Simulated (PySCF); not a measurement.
# One molecule, several mistakes: BGeH6N2 cation

All numbers below are calculated, not measured. The program is PySCF 2.14.0, an open-source quantum chemistry code, run on an isolated molecule that a program drew, which may never have been made. The molecule is BGeH6N2 cation (charge +1, singlet), drawn as the SMILES string `N[B](N)[GeH2+]`.

Each row is a Hartree-Fock (HF) and frozen-core CCSD(T) single point in the cc-pVDZ basis, meant for a local HF minimum. Run 1 is clean. Each other run has one planted mistake out of seven kinds, and not every kind appears here: one electron removed, one electron added, multiplicity raised by two, geometry at a saddle point, minimal basis STO-3G, one bond length entered in bohr, all coordinates scaled. The reference is restricted for singlets and unrestricted otherwise, and also for a bond in bohr. Adding or removing an electron swaps singlet and doublet. Electrons count all cores. HOMO and LUMO are orbital energies over both spins, the gradient is its largest component, and the lowest frequency (negative if imaginary) is given only where the gradient is small. Bond lengths are over the 9 bonds as drawn. T1 is the CCSD diagnostic: over 0.02 (restricted) or 0.045 (unrestricted) a single reference is doubtful. Germanium has the cc-pVDZ-PP basis, with a core potential (ECP10MDF) in place of its 10 inner electrons, and its 3s, 3p and 3d shells are frozen in CCSD(T).

Geometry of the clean run:
```xyz
10
BGeH6N2 cation, angstrom
N    -0.8824   -1.2241    1.3909
B    -0.0314   -0.6186    0.4757
N     1.1993   -1.0508   -0.0006
Ge   -0.7119    1.2402   -0.3113
H    -1.7614   -0.8599    1.6917
H    -0.6586   -2.1006    1.8231
H     1.7671   -0.5636   -0.6611
H     1.6121   -1.9126    0.3031
H     0.0556    2.0881   -1.3174
H    -2.0328    1.9051    0.0539
```

| run | electrons | basis functions | <S^2> | HOMO (eV) | LUMO (eV) | gradient (hartree/bohr) | lowest frequency (cm^-1) | mean bond (Å) | longest bond (Å) | T1 | HF (hartree) | CCSD(T) (hartree) | mistake |
|---|---|---|---|---|---|---|---|---|---|---|---|---|---|
| 1 | 56 | 95 | 0.000 | -15.16 | -5.46 | 2.9e-05 | 115 | 1.3284 | 2.130 | 0.0153 | -430.28422 | -430.84038 | no fault |
| 2 | 56 | 95 | 2.150 | -11.37 | -6.52 | 9.5e-02 | - | 1.3284 | 2.130 | 0.0228 | -430.19795 | -430.74055 | multiplicity raised by two |
| 3 | 56 | 95 | 0.000 | -15.07 | -5.46 | 1.9e-02 | - | 1.3589 | 2.179 | 0.0161 | -430.27913 | -430.84028 | all coordinates scaled |
| 4 | 57 | 95 | 0.767 | -6.85 | 2.13 | 4.1e-02 | - | 1.3284 | 2.130 | 0.0128 | -430.50968 | -431.07729 | ? |

**Which mistake was planted in run 4, and what did it cost?**

It counts 57 electrons, one more than the clean run, at the same geometry and basis. So the mistake is: one electron added. Subtracting run 1 and multiplying by 627.51 kcal/mol a hartree, the energy moved by -141.5 kcal/mol in HF and -148.7 kcal/mol in CCSD(T).

